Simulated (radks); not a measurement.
Spherical jellium clusters: N electrons in a uniform positive sphere of charge N and radius rs N^(1/3), rs = 4.27 bohr. Method: non-relativistic Kohn-Sham, PBEsol, spin-polarised, spherical densities; computed with a radial shooting solver with Libxc functionals. Levels are named by radial order and angular momentum (1s, 1p, 1d, 2s, ...), and open shells are averaged over m.

N = 4, configuration 1s2 1p(up 2, down 0). This is the lowest configuration that the search found. Occupied and some empty levels:

level,occupation,eigenvalue (eV),<r> (bohr)
1s up,1,-4.0343,4.900
1s down,1,-3.5281,4.604
1p up,2,-2.5695,6.119
1p down,0,-1.8876,6.120
1d up,0,-0.93841,7.697
2s up,0,-0.74326,9.119

Energy (eV): total -6.22558, kinetic 6.5363, external -74.197, Hartree 35.982, exchange-correlation -13.087, background 38.540.
